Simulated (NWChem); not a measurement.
## Correlation energy of AlO

```xyz
2

Al     0.0000     0.0000     0.6241
O      0.0000     0.0000    -1.0142
```
Charge 0, spin multiplicity 2.

Program: NWChem. All single points use one geometry, from UB3LYP/def2-SVP, a minimum by its harmonic frequencies.

Basis set: def2-SVP. Each correlation energy counts from its own Hartree-Fock reference.

The correlated methods keep 6 core orbitals frozen. The structure started from a generated list of species. The unpaired electrons of the parent sit in orbitals of symmetry a1 (C2v labels of the run); other states weren't searched. No SCF solution was tested for a lower state. Open-shell Hartree-Fock references start from PBE0 orbitals. No row is a measurement; the coupled-cluster row has its own basis-set and correlation limits.

| method | correlation energy (mHa) | remark |
|---|---|---|
| CCSD(T) on ROHF | -268.2 | large amplitudes |
| CCSD on ROHF | -252.9 | large amplitudes |
| CCSD[T] on ROHF | ___ | large amplitudes |
| CCSD(T) on UHF | ___ | large amplitudes |
| CCSD on UHF | -237.0 | large amplitudes |
| CCSDT on ROHF | -268.0 | large amplitudes |
| CCSD[T] on UHF | ___ | large amplitudes |
| SCS-UMP2 | -197.4 | - |
| UMP2 | -201.5 | - |

Fill in the missing entries.


- CCSD[T] on ROHF, correlation energy (mHa): -275.4
- CCSD(T) on UHF, correlation energy (mHa): -245.5
- CCSD[T] on UHF, correlation energy (mHa): -250.5
